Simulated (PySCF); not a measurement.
Correlation energy of N+ (nitrogen, charge +1)

[He] 2s1 2p2 3s1, high-spin 5P determinant (an excited configuration). All numbers are calculated (PySCF 2.14, no relativity, point nucleus, in aug-cc-pwCVTZ (7s6p4d2f, 59 functions)). Frozen: 1s2; 4 electrons correlated.

```
  level  correlation energy (mhartree)
   CCSD                         -23.39
    (T)                          -0.16
CCSD(T)                         -23.55
```

Diagnostics: T1 = 0.0049, D1 = 0.0130, largest double amplitude 0.037.

Problem. Is a single reference adequate?

Solution. Yes: T1 lies below 0.03 and no double amplitude reaches 0.07.
